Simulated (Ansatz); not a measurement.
`[F][Sn][Cl]` + HBr → `[F][Sn][Br]` + HCl at 700 K and 1 bar (ligand exchange at the Sn–Cl bond).

Isolated molecules relaxed with PBE0-D4/def2-TZVP in Ansatz; ΔE leaves out vibrations. CCSD(T)/CBS adds triple-zeta CCSD(T) − MP2 to the extrapolated MP2 energy (def2 sets, frozen cores). This one scheme is used for every species. Elements past krypton have def2 core potentials. For Br, Sn outer-core shells are correlated without core-valence functions, which leaves a few kJ/mol of doubt a bond. Scalar relativity is left out up to krypton.

| species | CCSD(T)/CBS energy (Eh) | H − E (kJ/mol) | S (J/(mol·K)) |
| --- | --- | --- | --- |
| `[F][Sn][Cl]` | -773.69640 | 41.8 | 346.7 |
| HBr | -2573.91920 | 36.5 | 223.7 |
| `[F][Sn][Br]` | -2887.23951 | 41.6 | 358.8 |
| HCl | -460.38127 | 38.4 | 211.8 |

H − E and S are ideal-gas, rigid-rotor, harmonic terms from PBE0-D4/def2-TZVP. 1 Eh = 2625.50 kJ/mol, R = 8.31446 J/(mol·K).

Problem. By hand: ΔE, ΔH, ΔS and ΔG.

Solution. ΔE = (-2887.23951) + (-460.38127) − (-773.69640) − (-2573.91920) = -0.00518 Eh = -13.6 kJ/mol. Δ(H − E) = 41.6 + 38.4 − 41.8 − 36.5 = 1.7, so ΔH = -11.9 kJ/mol. ΔS = 358.8 + 211.8 − 346.7 − 223.7 = 0.2 J/(mol·K). ΔG = -11.9 − 700 × (0.2)/1000 = -12.0 kJ/mol.

Problem. By hand: the equilibrium constant, and the temperature at which ΔG would vanish if ΔH and ΔS stayed fixed.

Solution. log₁₀ K = −ΔG/(RT ln 10) = 0.9. ΔH and −TΔS have one sign here, so there is no such temperature.

The number of gas molecules stays the same, so ΔS is small and ΔH decides. A doubt of 5 kJ/mol in ΔE shifts log₁₀ K by 0.4 here. These are equilibria of isolated gas molecules and say nothing of rates. Largest T1 diagnostic: 0.016 (customary marks: 0.02 for closed shells, 0.045 for open ones).

ΔS is within the doubt of such terms, so its sign, and with it that verdict, could turn.
